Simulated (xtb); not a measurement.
Input file for xtb: GFN2-xTB on ZrTe, 2S+1 = 1, a point of a bond scan (R = 2.313 Å).

```
$ xtb mol.xyz --gfn 2 --sp --chrg 0 --uhf 0
2

Zr     0.00000000     0.00000000     0.00000000
Te     0.00000000     0.00000000     2.31258600
```

The head of its log:

```
[...]
           -------------------------------------------------
          |                Calculation Setup                |
           -------------------------------------------------



           -------------------------------------------------
          |                 G F N 2 - x T B                 |
           -------------------------------------------------

        Reference                      10.1021/acs.jctc.8b01176
      * Hamiltonian:
        H0-scaling (s, p, d)           1.850000    2.230000    2.230000
        zeta-weighting                 0.500000
      * Dispersion:
        s8                             2.700000
        a1                             0.520000
        a2                             5.000000
        s9                             5.000000
      * Repulsion:
        kExp                           1.500000    1.000000
        rExp                           1.000000
      * Coulomb:
        alpha                          2.000000
        third order                    shell-resolved
        anisotropic                    true
        a3                             3.000000
        a5                             4.000000
        cn-shift                       1.200000
        cn-exp                         4.000000
        max-rad                        5.000000


          ...................................................
          :                      SETUP                      :
          :.................................................:
          :  # basis functions                  20          :
          :  # atomic orbitals                  18          :
          :  # shells                            6          :
          :  # electrons                        10          :
          :  max. iterations                   250          :
          :  Hamiltonian                  GFN2-xTB          :
          :  restarted?                      false          :
          :  GBSA solvation                  false          :
          :  PC potential                    false          :
          :  electronic temp.          300.0000000     K    :
          :  accuracy                    1.0000000          :
          :  -> integral cutoff          0.2500000E+02      :
          :  -> integral neglect         0.1000000E-07      :
          :  -> SCF convergence          0.1000000E-05 Eh   :
          :  -> wf. convergence          0.1000000E-03 e    :
          :  Broyden damping             0.4000000          :
          :  net charge                          0          :
          :  unpaired electrons                  0          :
          ...................................................

 iter      E             dE          RMSdq      gap      omega  full diag
   1      1.6907356  0.169074E+01  0.746E+01    0.00       0.0  T
   2      2.9387844  0.124805E+01  0.717E+01    0.00       1.0  T
```

### Question
Predict the final total energy.

### Answer
-4.4227 hartree.
